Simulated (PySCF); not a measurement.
Compound: C4H11NOSi.
Structure used (GFN2-xTB), in Å, numbered top down from 1:
```xyz
18
C4H11NOSi angstrom
C     -2.1895    1.4657   -0.0088
C     -1.8269    0.2018    0.1506
C     -2.7959   -0.9289    0.3420
O     -0.5471   -0.2213    0.1625
Si     0.8557    0.5729   -0.0449
N      1.9581   -0.6873    0.2973
C      3.3794   -0.5102    0.1723
H     -3.2245    1.7505   -0.0075
H     -1.4610    2.2441   -0.1398
H     -3.8177   -0.5648    0.3674
H     -2.5723   -1.4469    1.2733
H     -2.6885   -1.6460   -0.4706
H      1.0668    1.6293    0.9474
H      0.9088    1.1434   -1.4009
H      1.6705   -1.6367    0.1134
H      3.9092   -1.1950    0.8378
H      3.7386   -0.6749   -0.8504
H      3.6274    0.5105    0.4531
```

Vertical excitations from PySCF (density fitting, frozen core in the response, grid level 2 and gas phase unless stated; continuum runs use non-equilibrium linear response for the excitations) on a GFN2-xTB geometry. Reference run:

| settings | S1, eV (f) | S2, eV (f) | S3, eV (f) | S4, eV (f) | S5, eV (f) | S6, eV (f) | T1, eV (Tamm–Dancoff) | mean α (au) |
| --- | --- | --- | --- | --- | --- | --- | --- | --- |
| PBE0/def2-SVPD, full TDDFT, 8 singlets | 5.75 (0.003) | 6.06 (0.005) | 6.24 (0.000) | 6.46 (0.004) | 6.68 (0.056) | 6.80 (0.002) | 4.43 | 86.6 |

Question: What do these settings give: LDA/6-31G*, fitting basis def2-qzvpp-jkfit, TDA, 1 singlet?

Answer: 
| settings | S1, eV (f) | S2, eV (f) | S3, eV (f) | S4, eV (f) | S5, eV (f) | S6, eV (f) | T1, eV (Tamm–Dancoff) | mean α (au) |
| --- | --- | --- | --- | --- | --- | --- | --- | --- |
| LDA/6-31G*, fitting basis def2-qzvpp-jkfit, TDA, 1 singlet | 4.98 (0.002) | – | – | – | – | – | 4.74 | 73.6 |

S1 moves by -0.77 eV; functional, basis and response scheme change together, so the shift can't be laid on one. States are counted by energy in each run and needn't keep their character from row to row.

All basis functions are spherical, in the Pople sets too.

Question: Give the leading configurations of S1 (H = HOMO, L = LUMO) and the HOMO–LUMO gap of each run.

Answer: 
```csv
settings,S1 configurations (weight),S1 (eV),orbital gap (eV),S1 − gap (eV)
"PBE0/def2-SVPD, full TDDFT, 8 singlets","H→L 0.72, H−1→L 0.25",5.75,7.04,-1.29
"LDA/6-31G*, fitting basis def2-qzvpp-jkfit, TDA, 1 singlet",H→L 0.96,4.98,4.89,+0.09
```

One conformer stands for the species.
